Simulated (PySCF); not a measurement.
Polarisability and C₆ of Cd+ (cadmium, charge +1)

[Kr] 4d9 5s2, 2D determinant (an excited configuration). Computed with PySCF 2.14 in aug-cc-pVTZ-PP with ECP28MDF, with a scalar-relativistic core potential. Coupled (time-dependent) response in atomic units; α is the mean over directions.

```tsv
method	mean α (bohr³)	α xx, yy, zz	C₆ (like pair)	S(−4)
wB97M-V	28.51	28.86, 28.86, 27.81	206.5	354.9
```

S(−4) is the Cauchy moment in α(ω) = α(0) + S(−4) ω² + …

Spin-orbit coupling is absent.

α(iu) at wB97M-V:

```json
{"u (hartree)": "0", "α(iu) (bohr³)": "28.51"}
{"u (hartree)": "0.0500", "α(iu) (bohr³)": "27.65"}
{"u (hartree)": "0.100", "α(iu) (bohr³)": "25.41"}
{"u (hartree)": "0.200", "α(iu) (bohr³)": "19.56"}
{"u (hartree)": "0.300", "α(iu) (bohr³)": "14.68"}
{"u (hartree)": "0.500", "α(iu) (bohr³)": "9.100"}
{"u (hartree)": "0.750", "α(iu) (bohr³)": "5.994"}
{"u (hartree)": "1.00", "α(iu) (bohr³)": "4.435"}
{"u (hartree)": "1.50", "α(iu) (bohr³)": "2.851"}
{"u (hartree)": "2.00", "α(iu) (bohr³)": "2.027"}
{"u (hartree)": "3.00", "α(iu) (bohr³)": "1.183"}
{"u (hartree)": "5.00", "α(iu) (bohr³)": "0.5380"}
```

A single London oscillator, α(iu) = α/(1 + u²/ω²), gives C₆ = (3/4) ω α². Matching the computed C₆ needs ω = 4 × 206.5 / (3 × 28.51²) = 0.339 hartree.

For an ion, C₆ is the dispersion term alone; charge-induced terms of lower order in 1/R come first.

The components differ because the open shell of this determinant is not spherical; for a pure term their mean is the scalar polarisability.

Energies and moments cover only the electrons outside the core potential.
